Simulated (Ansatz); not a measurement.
Computed with Ansatz on PBE0-D4/def2-TZVP structures; ΔE is electronic, products minus reactants. CCSD(T)/CBS adds triple-zeta CCSD(T) − MP2 to the extrapolated MP2 energy (def2 sets, frozen cores). Functionals use def2-TZVPP. B3LYP here is the variant with VWN-RPA as its local correlation; programs differ in this. Each species was taken in one conformer, which may not be the lowest.

`C[C@H]1N[Si@H]1C` + `O[SiH2]B(O)F` → `CO[SiH2]B(O)F` + `C[SiH]1CN1`  (substitution at a C–C bond)

| level | ΔE (kJ/mol) | difference from CCSD(T)/CBS |
| --- | --- | --- |
| PBE-D4 | 54.9 | -4.0 |
| r2SCAN-D4 | 54.6 | -4.3 |
| PBE0-D4 | 56.3 | -2.6 |
| B3LYP-D4 | 51.7 | -7.2 |
| ωB97X-V | 52.0 | -6.9 |
| ωB97M-V | 54.2 | -4.7 |
| B2PLYP | 53.9 | -5.0 |
| PBE | 53.8 | -5.1 |
| r2SCAN | 54.3 | -4.6 |
| PBE0 | 55.3 | -3.6 |
| B3LYP | 50.0 | -8.9 |
| HF/def2-TZVPP | 48.0 | -10.9 |
| MP2/def2-TZVPP | 62.5 | 3.6 |
| SCS-MP2/def2-TZVPP | 57.2 | -1.7 |
| CCSD/def2-TZVPP | 55.9 | -3.0 |
| CCSD(T)/def2-TZVPP | 56.6 | -2.3 |
| HF/def2-QZVPP | 47.6 | -11.3 |
| MP2/def2-QZVPP | 63.6 | 4.7 |
| SCS-MP2/def2-QZVPP | 58.5 | -0.4 |
| HF/CBS(def2) | 47.5 | -11.4 |
| MP2/CBS(def2) | 64.8 | 5.9 |
| CCSD/CBS(def2) | 58.2 | -0.7 |
| CCSD(T)/CBS | 58.9 | 0 |

Largest T1 diagnostic among the species: 0.013.

In def2-TZVPP, CCSD(T) changes the Hartree–Fock value by +8.6 kJ/mol (the triples alone add +0.7 kJ/mol) and MP2 by +14.4 kJ/mol.
